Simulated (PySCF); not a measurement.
# TDDFT excited states: C6H6BN3O2S

C₆H₆BN₃O₂S.
SMILES: `NC(=O)N1N=Cc2sccc2B1O`

Level of theory: TDDFT wB97X-D/def2-SVPD, vertical, gas phase, core orbitals frozen in the response (PySCF). The structure is a single PBE0-D3(BJ)/def2-SVP conformer in the gas phase; no vibrational or solvent corrections. Torsions of this conformer, `[NH2:1][C:2](=[O:3])[N:4]1[N:5]=[CH:6][c:7]2[s:8][cH:9][cH:10][c:11]2[B:12]1[OH:13]`: N1–C2–N4–N5 -1°, H–N1–C2–O3 -2°, H–N1–C2–O3 -179°, H–O13–B12–C11 180°.

```
state  E (eV)  E (kJ/mol)  λ (nm)       f   main configurations (H = HOMO, L = LUMO)
   S1    4.56         440   272.0   0.350                                  H→L (96%)
   S2    5.22         503   237.7  0.0014                   H-2→L (75%), H-5→L (16%)
   S3    5.30         512   233.8   0.056                                H-1→L (88%)
   S4    5.89         569   210.4  0.0032                   H-3→L (74%), H→L+1 (11%)
   S5    6.13         591   202.3  0.0001                   H→L+2 (51%), H-5→L (11%)
   S6    6.14         592   201.9  0.0020    H-5→L (47%), H→L+2 (12%), H-2→L+1 (10%)
   S7    6.43         621   192.7   0.158                   H→L+1 (61%), H-3→L (16%)
   S8    6.53         630   189.9  0.0001  H-1→L+2 (59%), H→L+2 (11%), H-1→L+3 (10%)
   S9    6.59         636   188.1   0.015      H→L+4 (57%), H-4→L (18%), H→L+1 (14%)
  S10    6.67         644   185.8  0.0013                    H→L+3 (76%), H→L+2 (9%)
```

Triplets, Tamm–Dancoff:

```
state  E (eV)  λ (nm)  main configurations (H = HOMO, L = LUMO)
   T1    3.07   404.4                                 H→L (90%)
   T2    4.19   296.2                               H-1→L (88%)
   T3    4.41   281.0     H-3→L (43%), H→L+4 (17%), H→L+1 (16%)
   T4    4.67   265.4                  H-2→L (60%), H-5→L (26%)
```

The lowest singlet lies at 4.56 eV (272 nm, ultraviolet) and is strong; its leading configuration is HOMO→LUMO (96%). The lowest level is also the most intense of those listed (f = 0.350). Löwdin shares by element: HOMO carbon 28% or more, nitrogen 26% or more (atoms not listed hold the other 46%); LUMO carbon 25% or more, nitrogen 17% or more, sulfur 12% (atoms not listed hold the other 46%). The listed states span 2.11 eV, and the widest gap between neighbours is 0.66 eV (S1 to S2). Of the 10 states listed, 4 reach f = 0.01 and 2 stay under 0.0005. Orbital energies (eV): HOMO-3 -10.20, HOMO-2 -9.94, HOMO-1 -9.50, HOMO -8.58, LUMO -0.24, LUMO+1 1.63, LUMO+2 1.69. Only the lowest 10 singlets were computed, as vertical energies without vibronic structure.
